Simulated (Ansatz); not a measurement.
# Ligand exchange: GaH2Cl + GeH2(CH3)(SH) → GaH2(SH) + GeH2(CH3)Cl

Species: GaH2Cl `[Cl][GaH2]`, singlet; GeH2(CH3)(SH), singlet; GaH2(SH), singlet; GeH2(CH3)Cl, singlet. The partners trade Cl for SH: Ga–Cl and Ge–SH bonds give way to Ga–SH and Ge–Cl.

Shapes, held fixed at every level: PBE0-D4/def2-TZVP. Flexible molecules stand in one conformer, not always the lowest. Programs: Ansatz 0.2.0. The zero-point and thermal change to 298 K, harmonic and unscaled (PBE0-D4/def2-TZVP), is +0.5 kJ/mol.

| level | kind | ΔH(298 K) (kJ/mol) | less CCSD(T)/def2-TZVPP | CPU time (sum over the molecules) |
| --- | --- | --- | --- | --- |
| r2SCAN0-D4/def2-TZVPP | global hybrid | -4.7 | -0.2 | 34 s |
| wB97M-V/def2-TZVPP | range-separated hybrid | -4.7 | -0.2 | 67 s |
| wB97X-V/def2-TZVPP | range-separated hybrid | -4.2 | +0.3 | 46 s |
| CCSD(T)/def2-SVP | coupled cluster or CI | -2.8 | +1.7 | 18 s |
| CCSD/def2-SVP | coupled cluster or CI | -2.2 | +2.3 | – |
| CCSD/def2-TZVPP | coupled cluster or CI | -3.9 | +0.6 | – |
| CCSD(T)/def2-TZVPP | coupled cluster or CI | -4.5 | 0.0 | 3.3 min |

The highest level, CCSD(T)/def2-TZVPP, gives ΔH(298 K) = -4.5 kJ/mol; the levels span -4.7 to -2.2. The column of differences is taken from that level and isn't an error. No measured value is set beside it here. Relativity is left out for Ga, Ge. Outer-core shells of Ga, Ge are correlated in most correlated rows, in sets that cover them unevenly. Times are processor times on shared x86 and Arm servers, and rough.
